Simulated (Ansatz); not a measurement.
C$_{2}$H$_{6}$Cl$_{2}$Se$_{2}$Zr, SMILES `C[Se][Zr]([Cl])([Cl])[Se]C`. Total charge 0; spin multiplicity 1. Zr takes the def2 core potential. Geometry: relaxed with PBE0-D4/def2-TZVP. It is one conformer, not always the lowest.

```xyz
13

C     0.747    1.385   -2.290
Se    1.953   -0.158   -2.054
Zr    0.956   -0.390    0.245
Cl    0.940    1.655    1.402
Cl    2.113   -2.030    1.433
Se   -1.428   -1.142   -0.122
C    -1.673   -1.084    1.834
H     0.202    1.228   -3.218
H     1.350    2.288   -2.336
H     0.015    1.485   -1.482
H    -2.022   -2.064    2.152
H    -0.748   -0.857    2.372
H    -2.405   -0.314    2.064
```

(1) What is the dipole moment at r2SCAN/def2-TZVPP? (Estimate.)

(2) And with PBE, B3LYP, ωB97M-V? (An estimate is asked.)

(3) Give the Mulliken charges with r2SCAN, B3LYP, PBE in def2-TZVPP. (An estimate is asked.)

Answers

(1) Computed: 1.90 D, with components (-1.59, 0.96, -0.40) D in this frame, pointing from negative to positive charge.

(2) Computed: PBE 1.82 D, B3LYP 1.81 D, ωB97M-V 1.74 D.

(3) The calculation gave: 
```json
{"atom": "C1", "r2SCAN": "-0.19", "B3LYP": "-0.30", "PBE": "-0.29"}
{"atom": "Se2", "r2SCAN": "-0.12", "B3LYP": "-0.10", "PBE": "-0.10"}
{"atom": "Zr3", "r2SCAN": "0.57", "B3LYP": "0.60", "PBE": "0.48"}
{"atom": "Cl4", "r2SCAN": "-0.29", "B3LYP": "-0.28", "PBE": "-0.26"}
{"atom": "Cl5", "r2SCAN": "-0.28", "B3LYP": "-0.28", "PBE": "-0.25"}
{"atom": "Se6", "r2SCAN": "-0.14", "B3LYP": "-0.12", "PBE": "-0.11"}
{"atom": "C7", "r2SCAN": "-0.19", "B3LYP": "-0.31", "PBE": "-0.29"}
{"atom": "H8", "r2SCAN": "0.11", "B3LYP": "0.14", "PBE": "0.14"}
{"atom": "H9", "r2SCAN": "0.11", "B3LYP": "0.15", "PBE": "0.15"}
{"atom": "H10", "r2SCAN": "0.10", "B3LYP": "0.12", "PBE": "0.12"}
{"atom": "H11", "r2SCAN": "0.11", "B3LYP": "0.14", "PBE": "0.14"}
{"atom": "H12", "r2SCAN": "0.09", "B3LYP": "0.11", "PBE": "0.12"}
{"atom": "H13", "r2SCAN": "0.11", "B3LYP": "0.14", "PBE": "0.14"}
```

B3LYP here is the variant with VWN-RPA as its local correlation; programs differ in this.
